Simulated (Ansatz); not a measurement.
Gas-phase electronic energies from Ansatz, PBE0-D4/def2-TZVP geometries. CBS: MP2 limit from def2 TZ/QZ plus the TZ coupled-cluster correction, frozen cores. DFT in def2-TZVPP. For As outer-core shells are correlated without core-valence functions, which leaves a few kJ/mol of doubt a bond. Scalar relativity is left out up to krypton. One conformer a species, not always the lowest.

`CC[AsH]C` + `C[Si](F)(Cl)[O][AlH2]` → `C[AsH][AlH2]` + `CCO[Si](C)(F)Cl`  (redistribution)

`CC[AsH]C`:

Cartesian coordinates in Å:
```
C 0.798 1.908 0.366
C 0.064 0.761 -0.304
As 0.680 -0.998 0.355
C -0.747 -2.096 -0.439
H 0.482 2.873 -0.039
H 0.610 1.926 1.443
H 1.879 1.828 0.223
H -1.016 0.839 -0.156
H 0.247 0.762 -1.382
H 0.017 -0.865 1.725
H -0.560 -2.187 -1.510
H -0.719 -3.094 -0.001
H -1.733 -1.658 -0.281
```

`C[Si](F)(Cl)[O][AlH2]`:

```xyz
11

C    -1.018    0.483    1.637
Si   -0.138   -0.633    0.471
F     0.986   -1.437    1.260
Cl   -1.427   -2.042   -0.278
O     0.551    0.155   -0.743
Al    1.326    0.370   -2.236
H    -0.321    1.212    2.057
H    -1.814    1.023    1.121
H    -1.462   -0.087    2.456
H     1.565    1.862   -2.686
H     1.752   -0.905   -3.060
```

`C[AsH][AlH2]`:

Z-matrix (Å, degrees):
```
C
As 1 1.984
H 1 1.090 2 107.9
H 1 1.090 2 108.3 3 -117.4
H 1 1.088 2 113.4 3 121.0
Al 2 2.423 1 99.6 3 -71.3
H 2 1.524 1 98.0 3 -164.4
H 6 1.588 2 119.6 1 -153.1
H 6 1.590 2 120.0 1 31.6
```

`CCO[Si](C)(F)Cl`:

Cartesian coordinates in Å:
```
C -2.238 -0.913 0.017
C -1.451 0.197 -0.633
O -0.058 -0.089 -0.573
Si 1.077 0.760 0.199
C 2.668 -0.153 0.168
F 1.247 2.190 -0.481
Cl 0.465 1.162 2.117
H -1.990 -0.992 1.077
H -2.018 -1.869 -0.463
H -3.309 -0.719 -0.074
H -1.667 1.155 -0.146
H -1.716 0.298 -1.689
H 2.567 -1.112 0.680
H 2.972 -0.340 -0.864
H 3.451 0.425 0.663
```

CCSD(T)/CBS gives +1.75 eV.

**Question.** Another level gave +1.51 eV. Which?
A. r2SCAN/def2-TZVPP
B. B2PLYP/def2-TZVPP
C. PBE/def2-TZVPP
D. PBE0/def2-TZVPP

**Answer.** C. PBE 1.51, PBE0 1.56, r2SCAN 1.66, B2PLYP 1.75 eV.

Largest T1 diagnostic among the species: 0.011.

From PBE to PBE0 (25 % exact exchange), in def2-TZVPP and without D4, ΔE moves by +0.05 eV.
